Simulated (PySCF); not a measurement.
Two-component Hartree-Fock for Lu²⁺ (lutetium, charge +2)

Start: [Xe] 4f14 6s1; 6s1/2 filled at m_j = +1/2. Calculated with PySCF 2.14 in x2c-TZVPPall-2c (11s11p10d2f2g, 126 functions): generalised Hartree-Fock with the X2C-1e Hamiltonian and a Gaussian nucleus; one run each with spin-orbit coupling (SO) switched off, then screened by Boettger's factors.

```
spinor shell  electrons  ε, spin-free (eV)  ε, screened SO (eV)  weight of nominal j (screened SO)  rms radius, screened SO (bohr)
       1s1/2          2           -63666.9             -63650.1                              1.000                          0.0219
       2s1/2          2           -10987.0             -10981.8                              1.000                          0.0884
       2p1/2          2            -9667.6             -10462.7                              1.000                          0.0754
       2p3/2          4            -9667.6              -9339.7                              1.000                          0.0825
       3s1/2          2            -2561.3              -2559.6                              1.000                           0.227
       3p1/2          2            -2158.2              -2330.1                              1.000                           0.218
       3d3/2          4            -1670.2              -1701.1                              1.000                           0.206
       3d5/2          6            -1670.2              -1648.2                              1.000                           0.210
       4s1/2          2            -553.01              -552.57                              1.000                           0.509
       4p1/2          2            -418.29              -457.74                              1.000                           0.520
       4p3/2          4            -418.29              -401.76                              1.000                           0.552
       4d3/2          4            -239.17              -245.32                              1.000                           0.585
       4d5/2          6            -239.17              -234.79                              1.000                           0.597
       5s1/2          2            -90.782              -90.736                              1.000                            1.26
       5p1/2          2            -55.980              -61.273                              1.000                            1.41
       5p3/2          4            -55.980              -53.807                              1.000                            1.52
       4f5/2          6            -39.721              -40.481                              1.000                           0.789
       4f7/2          8            -39.721              -38.915                              1.000                           0.799
       6s1/2          1            -20.003              -20.009                              1.000                            3.40
```

(1) Where does 3p3/2 lie, and what is the 3p spin-orbit splitting (screened SO)?

```
   quantity     spin-free   screened SO
E (hartree)  -14551.76528  -14566.20025
        M_J           1/2           1/2
       ⟨J²⟩         0.750         0.750
       ⟨L²⟩         0.000         0.107
       ⟨S²⟩         0.750         0.858
```

Each row is a mean over spinors that exchange with the open shell spreads, by up to 0.340 eV (5s1/2).

Breit and QED terms are absent; they matter most for the inner s and p1/2 levels.

Densities and radii are taken from the X2C orbitals without a picture-change correction, which distorts them close to the nucleus.

Without spin-orbit coupling the j labels of p, d and f shells carry no meaning; the spin-free column gives the mean over the occupied spinors of each nl shell.

Results:

(1) At -2086.2 eV, 243.96 eV above 3p1/2.
